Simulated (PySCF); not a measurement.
**How methods differ on the ionisation energy of Cd⁺**

Cd⁺ [Kr] 4d10 5s1 (2S) → Cd²⁺ [Kr] 4d10 (1S), as a difference of total energies. Calculation: PySCF 2.14, in x2c-TZVPPall with one added diffuse shell each of s, p, d, f type (9s7p7d3f1g, 95 functions); the spin-free X2C one-electron Hamiltonian (Gaussian nucleus). Correlated levels: valence and next inner shell: [Ar] 3d10 frozen. The calculations carry no spin-orbit coupling.

| method | ionisation energy (eV) | error (eV) |
| --- | --- | --- |
| UHF | 15.568 | -1.340 |
| MP2 (valence and next inner shell) | 16.891 | -0.017 |
| SCS-MP2 (valence and next inner shell) | 16.664 | -0.244 |
| CCSD (valence and next inner shell) | 16.660 | -0.248 |
| CCSD(T) (valence and next inner shell) | 16.747 | -0.161 |

Reference: 16.908 eV (measured; NIST Atomic Spectra Database, ionization energies).

Errors of the correlated levels include the incompleteness of this basis and the frozen core.
